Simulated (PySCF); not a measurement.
**F⁷⁺ (fluorine, charge +7): r2SCAN calculation**

Configuration: 1s2, closed-shell 1S. Calculation: PySCF 2.14, in an even-tempered Gaussian basis (17 s from 2.9 bohr⁻², ratio 2.2; 7 p from 4.5 bohr⁻², ratio 2.4; 4 d from 14 bohr⁻², ratio 2.4; 3 f from 20 bohr⁻², ratio 2.4; 3 g from 31 bohr⁻², ratio 2.4); the spin-free X2C one-electron Hamiltonian (Gaussian nucleus).

```json
{
  "Total energy": "-75.6098 hartree",
  "One-electron energy": "-80.9709 hartree",
  "Hartree (Coulomb) energy": "10.8211 hartree",
  "Exchange-correlation energy": "-5.4600 hartree",
  "⟨S²⟩": "0.0000",
  "⟨L²⟩": "0.000",
  "Sum of ⟨r⟩": "0.3476 bohr",
  "Sum of ⟨r²⟩": "0.08118 bohr²"
}
```

```
shell  electrons  mean orbital energy (hartree)  rms radius, mean of both spins (bohr)
   1s          2                      -33.31254                                  0.201
```
